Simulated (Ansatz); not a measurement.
Reaction (cleavage of the Al–Zn bond): `[OH][Al]([F])[ZnH]` + `BO` → `B[O][Al]([OH])[F]` + `[ZnH2]`

Calculated with Ansatz (gas phase, PBE0-D4/def2-TZVP geometries, no zero-point term in ΔE). CCSD(T)/CBS adds triple-zeta CCSD(T) − MP2 to the extrapolated MP2 energy (def2 sets, frozen cores). This one scheme is used for every species. DFT in def2-TZVPP. B3LYP here is the variant with VWN-RPA as its local correlation; programs differ in this. For Zn outer-core shells are correlated without core-valence functions, which leaves a few kJ/mol of doubt a bond. Scalar relativity is left out up to krypton. One conformer a species, not always the lowest.

```tsv
level	ΔE (kJ/mol)	difference from CCSD(T)/CBS
LDA (SPW92)	-70.1	15.5
revPBE-D4	-70.5	15.1
B3LYP-D4	-88.0	-2.4
r2SCANh-D4	-91.4	-5.8
BHLYP-D4	-95.5	-9.9
CAM-B3LYP-D4	-93.5	-7.9
PBE	-63.2	22.4
BLYP	-77.8	7.8
r2SCANh	-90.6	-5.0
BHLYP	-93.3	-7.7
MP2/def2-SVP	-94.1	-8.5
CCSD/def2-SVP	-87.3	-1.7
HF/def2-TZVPP	-103.3	-17.7
SCS-MP2/def2-TZVPP	-97.3	-11.7
SCS-MP2/def2-QZVPP	-96.0	-10.4
CCSD/CBS(def2)	-88.3	-2.7
CCSD(T)/CBS	-85.6	0
```

Largest T1 diagnostic among the species: 0.016.

In def2-TZVPP, CCSD(T) changes the Hartree–Fock value by +14.1 kJ/mol (the triples alone add +2.7 kJ/mol) and MP2 by +6.6 kJ/mol. From PBE to PBE0 (25 % exact exchange), in def2-TZVPP and without D4, ΔE moves by −8.4 kJ/mol. Leaving LDA and LC-ωPBE aside and taking each functional with its dispersion term where it has one, the values, not all of them listed here, spread over 29.8 kJ/mol, from BHLYP-D4 to PBE-D4. LDA lies −6.9 kJ/mol from PBE without D4.
